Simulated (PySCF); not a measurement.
Working out the ionisation energy of Ar²⁺

Ar²⁺ [Ne] 3s2 3p4 (3P) → Ar³⁺ [Ne] 3s2 3p3 (4S). Computed with PySCF 2.14 in x2c-TZVPall (5s5p2d1f, 37 functions), with scalar relativity by spin-free X2C-1e. Frozen: [Ne]. Energies in hartree (1 hartree = 27.21139 eV):

```json
{"part": "UHF", "Ar²⁺ (lower)": "-527.110034", "Ar³⁺ (upper)": "-525.663568"}
{"part": "CCSD correlation", "Ar²⁺ (lower)": "-0.153945", "Ar³⁺ (upper)": "-0.121165"}
{"part": "(T)", "Ar²⁺ (lower)": "-0.004038", "Ar³⁺ (upper)": "-0.003060"}
```

Q: What does Hartree-Fock give?

A: (-525.663568) − (-527.110034) = 1.446466 hartree = 39.360 eV.

Q: What do CCSD and CCSD(T) give?

A: The CCSD correlation energies differ by 0.032780 hartree = 0.892 eV and the triples by 0.000978 hartree = 0.027 eV, so CCSD gives 40.252 eV and CCSD(T) 40.279 eV.

Reference: 40.735 ± 0.012 eV (semi-empirical (NIST evaluation); NIST Atomic Spectra Database, ionization energies), between the lowest levels; spin-orbit coupling is absent from the calculation.

What remains against the reference includes basis incompleteness, the frozen core and higher excitations.
